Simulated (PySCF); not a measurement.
## Sr⁺: excitation energy

Sr⁺ [Kr] 5s1 (2S) → Sr⁺ [Kr] 5p1 (2P), as a difference of total energies. Calculation: PySCF 2.14, in aug-cc-pwCVTZ-X2C with one added diffuse shell each of s, p, d, f type (11s10p8d4f, 109 functions); the spin-free X2C one-electron Hamiltonian (Gaussian nucleus). Correlated levels: valence and next inner shell: [Ar] 3d10 frozen. The calculations carry no spin-orbit coupling.

```
                                method  excitation energy (cm⁻¹)
                                   UHF                     22134
                                   LDA                     23526
                                  PBE0                     22048
                                r2SCAN                     21229
                                 TPSSh                     20884
                                 M06-L                     19389
                             CAM-B3LYP                     23929
SCS-MP2 (valence and next inner shell)                     23756
```

**Question.** Estimate what PBE gives.

**Answer.** 21935 cm⁻¹, closest to PBE0 among the rows shown.

**Question.** Estimate what MP2 (valence and next inner shell) gives.

**Answer.** 24187 cm⁻¹, closest to CAM-B3LYP among the rows shown.

Errors of the correlated levels include the incompleteness of this basis and the frozen core.

For comparison: 24249 cm⁻¹ (measured; NIST levels, between the centres of gravity of the two terms).
